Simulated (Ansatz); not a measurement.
Consider the ligand exchange at a Ge–I bond: `[CH3][GeH2][I]` + HBr → `[CH3][GeH2][Br]` + HI.

Gas-phase electronic energies from Ansatz, PBE0-D4/def2-TZVP geometries. CCSD(T)/CBS adds triple-zeta CCSD(T) − MP2 to the extrapolated MP2 energy (def2 sets, frozen cores). DFT in def2-TZVPP. B3LYP here is the variant with VWN-RPA as its local correlation; programs differ in this. HSE06 is defined as in plane-wave codes. def2 core potentials past Kr. For Br, Ge, I outer-core shells are correlated without core-valence functions, which leaves a few kJ/mol of doubt a bond. Scalar relativity is left out up to krypton.

| level | ΔE (kJ/mol) | difference from CCSD(T)/CBS |
| --- | --- | --- |
| LDA (SPW92) | 2.8 | -1.6 |
| PBE-D4 | 3.2 | -1.2 |
| revPBE-D4 | 2.3 | -2.1 |
| BLYP-D4 | 1.2 | -3.2 |
| r2SCAN-D4 | 1.4 | -3.0 |
| B97M-V | -3.6 | -8.0 |
| PBE0-D4 | 3.0 | -1.4 |
| B3LYP-D4 | 1.3 | -3.1 |
| r2SCAN0-D4 | 2.0 | -2.4 |
| HSE06-D4 | 3.2 | -1.2 |
| BHLYP-D4 | 1.4 | -3.0 |
| ωB97X-V | -0.1 | -4.5 |
| ωB97M-V | 0.3 | -4.1 |
| PBE | 2.1 | -2.3 |
| revPBE | 1.7 | -2.7 |
| BLYP | -0.6 | -5.0 |
| r2SCAN | 1.2 | -3.2 |
| PBE0 | 2.0 | -2.4 |
| B3LYP | -0.5 | -4.9 |
| r2SCANh | 1.4 | -3.0 |
| r2SCAN0 | 1.7 | -2.7 |
| HSE06 | 2.2 | -2.2 |
| CAM-B3LYP | -1.8 | -6.2 |
| LC-ωPBE | 0.1 | -4.3 |
| RPA@PBE/def2-TZVPP | -1.9 | -6.3 |
| HF/def2-SVP | 0.7 | -3.7 |
| MP2/def2-SVP | 4.5 | 0.1 |
| CCSD/def2-SVP | 2.8 | -1.6 |
| CCSD(T)/def2-SVP | 3.2 | -1.2 |
| HF/def2-TZVPP | -3.3 | -7.7 |
| MP2/def2-TZVPP | 3.6 | -0.8 |
| SCS-MP2/def2-TZVPP | 0.9 | -3.5 |
| CCSD/def2-TZVPP | -1.3 | -5.7 |
| CCSD(T)/def2-TZVPP | -0.5 | -4.9 |
| HF/def2-QZVPP | -2.6 | -7.0 |
| MP2/def2-QZVPP | 6.7 | 2.3 |
| SCS-MP2/def2-QZVPP | 3.8 | -0.6 |
| HF/CBS(def2) | -2.5 | -6.9 |
| MP2/CBS(def2) | 8.5 | 4.1 |
| CCSD/CBS(def2) | 3.6 | -0.8 |
| CCSD(T)/CBS | 4.4 | 0 |

Largest T1 diagnostic among the species: 0.009.

Leaving LDA and LC-ωPBE aside and taking each functional with its dispersion term where it has one, the values spread over 6.8 kJ/mol, from B97M-V to HSE06-D4.
